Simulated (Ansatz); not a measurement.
Reaction (formal exchange of groups at the Se–Ge bond): `[F][Ge]([F])([F])[SeH]` + `N[SiH2][SiH3]` → `N[SiH]([SiH3])[SeH]` + `[F][GeH]([F])[F]`

Computed with Ansatz on PBE0-D4/def2-TZVP structures; ΔE is electronic, products minus reactants. CCSD(T)/CBS is the MP2 limit (def2-TZVPP, def2-QZVPP) plus CCSD(T) − MP2 in def2-TZVPP, frozen cores. This one scheme is used for every species. DFT in def2-TZVPP. B3LYP here is the variant with VWN-RPA as its local correlation; programs differ in this. For Ge, Se outer-core shells are correlated without core-valence functions, which leaves a few kJ/mol of doubt a bond. Scalar relativity is left out up to krypton. One conformer a species, not always the lowest.

`[F][Ge]([F])([F])[SeH]`:

Z-matrix (Å, degrees):
```
Ge
F 1 1.709
F 1 1.708 2 106.9
F 1 1.709 2 104.4 3 -113.0
Se 1 2.300 2 114.3 3 121.2
H 5 1.471 1 89.8 2 59.9
```

`N[SiH2][SiH3]`:

```xyz
10

N    -1.233    0.615   -1.142
Si   -0.326   -0.680   -0.454
Si    1.194    0.208    1.089
H    -1.674    1.289   -0.537
H    -1.799    0.447   -1.959
H     0.391   -1.361   -1.566
H    -1.130   -1.735    0.241
H     0.474    1.043    2.093
H     2.211    1.062    0.421
H     1.891   -0.889    1.816
```

`N[SiH]([SiH3])[SeH]`:

```xyz
11

N    -1.621   -0.352   -0.810
Si   -0.479    0.092    0.385
Si    1.638   -0.591   -0.337
Se   -0.582    2.374    0.573
H    -1.487   -1.160   -1.394
H    -2.588   -0.079   -0.744
H    -0.740   -0.409    1.767
H     2.630   -0.318    0.736
H     2.023    0.162   -1.560
H     1.671   -2.048   -0.651
H    -0.465    2.328    2.035
```

`[F][GeH]([F])[F]`:

```xyz
5

F     0.873   -0.082    1.428
Ge   -0.072   -0.049    0.007
F     0.949   -0.563   -1.262
F    -0.428    1.593   -0.297
H    -1.322   -0.899    0.123
```

Q: Is it downhill or uphill in electronic energy at CCSD(T)/CBS, and by how much? (An estimate is asked.)

A: Ansatz gave: Downhill: ΔE = -0.20 eV.

Q: What do these levels give: B97M-V, PBE-QIDH, BLYP, PBE0, B3LYP, r2SCAN0, BHLYP, LC-ωPBE, CCSD/def2-SVP, CCSD(T)/def2-TZVPP, MP2/def2-QZVPP, MP2/CBS(def2)? (An estimate is asked.)

A: Computed: B97M-V -0.17, PBE-QIDH -0.19, BLYP -0.08, PBE0 -0.16, B3LYP -0.11, r2SCAN0 -0.17, BHLYP -0.14, LC-ωPBE -0.18, CCSD/def2-SVP -0.12, CCSD(T)/def2-TZVPP -0.16, MP2/def2-QZVPP -0.23, MP2/CBS(def2) -0.25 eV.

Largest T1 diagnostic among the species: 0.012.

The D4 term adds −0.04 eV with B3LYP and −0.02 eV with PBE0; it sums over pairs of atoms, weighted by their polarisabilities, and B3LYP, whose exchange is more repulsive, gets the larger term. From BLYP to BHLYP (50 % exact exchange), in def2-TZVPP and without D4, ΔE moves by −0.06 eV. Leaving LDA and LC-ωPBE aside and taking each functional with its dispersion term where it has one, the values, not all of them listed here, spread over 0.06 eV, from PBE-QIDH to BLYP-D4. LDA lies −0.06 eV from PBE without D4.
